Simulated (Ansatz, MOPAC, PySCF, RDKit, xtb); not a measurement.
Pair of molecules: CH4O (SMILES CO) (first 6 atoms) with C3H8 (SMILES CCC); geometry from B3LYP-D3(BJ)/def2-TZVP, rigid monomers moved along the line of their centres of mass till H6···C7 is 3.72 Å.
(charge 0, multiplicity 1):
| atom | x (Å) | y (Å) | z (Å) |
|---|---|---|---|
| C | 0.4843 | 0.2433 | -0.2798 |
| O | -0.5138 | -0.5181 | 0.3832 |
| H | 0.7516 | 1.1470 | 0.2786 |
| H | 0.0681 | 0.5428 | -1.2407 |
| H | 1.3934 | -0.3402 | -0.4639 |
| H | -0.1745 | -0.7962 | 1.2398 |
| C | -0.2977 | -1.2350 | 4.9272 |
| C | -0.0189 | 0.1303 | 5.5507 |
| C | 0.3415 | 1.1921 | 4.5149 |
| H | -0.5296 | -1.9860 | 5.6843 |
| H | -1.1492 | -1.1880 | 4.2432 |
| H | 0.5717 | -1.5965 | 4.3689 |
| H | 0.7934 | 0.0390 | 6.2775 |
| H | -0.8979 | 0.4554 | 6.1144 |
| H | 0.5230 | 2.1618 | 4.9816 |
| H | 1.2485 | 0.9149 | 3.9702 |
| H | -0.4601 | 1.3171 | 3.7834 |

Interaction energies are E(AB) − E(A) − E(B) at the monomers' geometry in the complex; basis-set methods are counterpoise corrected. RDKit's UFF carries no charges.

Rows in 6-31G* carry no dispersion term and start afresh at each structure (6-31G* with six Cartesian d functions). MP2/6-31G* freezes PySCF's default core. The state reached by PM3 isn't checked.

Run with Ansatz (a first-principles code); MOPAC for PM3 (differences of heats of formation); PySCF for 6-31G* rows, the dispersion terms; RDKit for the force fields; xtb for the GFN methods. Values without a source in brackets are computed.

| level | interaction energy (kcal/mol) |
|---|---|
| UFF | -0.75 |
| PM3 | -0.31 |
| GFN2-xTB | -0.81 |
| HF/aug-cc-pVDZ | -0.17 |
| PBE/def2-TZVPPD | ___ |
| PBE-D4/def2-TZVPPD | -0.89 |
| r2SCAN-D3(BJ)/def2-TZVPPD | -0.82 |
| PBE0-D3(BJ)/def2-TZVPPD | -0.91 |
| MP2/6-31G* | ___ |

Task: Some entries are withheld; supply them.

Result: 
- PBE/def2-TZVPPD, interaction energy (kcal/mol): -0.47
- MP2/6-31G*, interaction energy (kcal/mol): -0.43
